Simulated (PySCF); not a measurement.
Yb(CH3)2 at several levels of theory

Computed with PySCF 2.14.0 (density fitting, no spin-orbit coupling) at the geometry relaxed with PBE0:

```xyz
9
Yb(CH3)2 (singlet)
Yb    0.0000    0.0000   -0.4676
C     2.0412    0.0000    0.8341
H     3.0014    0.0000    0.2822
H     2.0741    0.8814    1.5052
H     2.0741   -0.8814    1.5052
C    -2.0412    0.0000    0.8341
H    -3.0014    0.0000    0.2822
H    -2.0741   -0.8814    1.5052
H    -2.0741    0.8814    1.5052
```

| level | basis | state | HOMO (eV) | gap (eV) | charge on Yb1 (e) | population of f-type functions on Yb1 (core shells left out) | dipole about the centre of mass (D) | largest force component (eV/Å) |
| --- | --- | --- | --- | --- | --- | --- | --- | --- |
| PBE0 | Yb def2-SVP with ECP28, C def2-SVP, H def2-SVP | singlet | -4.88 | 3.33 | 0.90 | 13.97 | 5.35 | 0.00 |
| B3LYP | the same | singlet | -4.56 | 2.70 | 0.83 | 13.95 | 5.02 | 0.16 |
| PBE0 | Yb def2-TZVP with ECP28, C def2-TZVP, H def2-TZVP | singlet | -5.03 | 3.37 | 1.04 | 13.97 | 5.59 | 0.27 |

Charges are Mulliken's, which hang on the basis. The relaxation used the grid (50, 194), these runs (75, 302) or, all-electron (x2c bases, spin-free X2C Hamiltonian), (99, 590).

**Question.** What does HF with Yb def2-SVP with ECP28, C def2-SVP, H def2-SVP give here?

**Answer.** state singlet, HOMO (eV) -7.77, gap (eV) 7.71, charge on Yb1 (e) 1.10, population of f-type functions on Yb1 (core shells left out) 14.00, dipole about the centre of mass (D) 6.66, largest force component (eV/Å) 0.78. Time: 3.4 s on 4 threads of Arm Neoverse V1, on a shared host, from an already converged density.

In the first row's basis the gap widens with exact exchange: 2.7 to 3.3 eV for B3LYP, PBE0 (a fixed share); 7.7 eV for Hartree–Fock (rising or full at long range).
